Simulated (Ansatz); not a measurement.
Two shapes of singlet H3(+).

Shape 1:

```xyz
3

H     0.4804    0.0000    0.0000
H    -0.2402    0.4161    0.0000
H    -0.2402   -0.4161    0.0000
```

Shape 2:

```xyz
3

H     0.5640    0.0000    0.0000
H    -0.2820    0.4884    0.0000
H    -0.2820   -0.4884    0.0000
```

Basis set: cc-pVDZ (spherical functions). All electrons are correlated. Charge 1, multiplicity 1.

Computed with Ansatz (development build ahead of 0.2.0); each method stands on the lowest determinant of its kind that the runs found.

(1) Which shape is lower in energy, and by how much in each method?

Answers

(1)

```
 method  E(2) − E(1) (eV)
    RHF             0.070
RHF-MP2             0.023
```

Shape 1 is lower. Caution: stretched shape with no unrestricted run beside it, a lower state can exist. Caution for RHF-MP2: bonds are stretched, where a single reference can fail.
